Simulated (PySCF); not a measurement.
Gas-phase reaction: 2 CuBr + H₂ ⇌ 2 CuH + Br₂

Energies from PySCF, thermal terms from the rigid-rotor harmonic-oscillator model, ideal gas at 1 bar. † marks an energy on the PBE0/def2-TZVP geometry and frequencies; other levels use their own. MP2 and CCSD(T) freeze the core. All species are closed-shell singlets. B3LYP is the form with VWN-RPA correlation. Br, Cu: all electrons, no relativistic terms. MP2 isn't extrapolated to the basis-set limit; its ΔH°(298 K) is 442.1 kJ in def2-SVP and 386.8 kJ in def2-TZVPP. CCSD(T) isn't extrapolated to the basis-set limit; its ΔH°(298 K) is 410.3 kJ in def2-SVP and 375.5 kJ in def2-TZVPP. The harmonic model lacks anharmonicity and excited electronic states, which grow with temperature; levels with a mode under 35 cm⁻¹ are left out. Warning, large T1 diagnostic: CuBr, CuH (CCSD(T)/def2-TZVPP†).

```
level                ΔE electronic, kJ  ΔH°(298 K), kJ  ΔS°(298 K), J/K  ΔG°(1200 K), kJ
-------------------  -----------------  --------------  ---------------  ---------------
B3LYP/def2-TZVP†                   348             341               10              333
CCSD(T)/def2-TZVPP†                382             376               10              367
MP2/def2-SVP†                      449             442               10              434
MP2/def2-TZVPP†                    394             387               10              378
PBE/def2-SVP                       340             334               11              325
PBE0/def2-SVP†                     392             386               10              377
ωB97X-V/def2-TZVP†                 388             381               10              373
```
ΔH° is lowest at PBE/def2-SVP and highest at MP2/def2-SVP†. No reference value is set beside these.
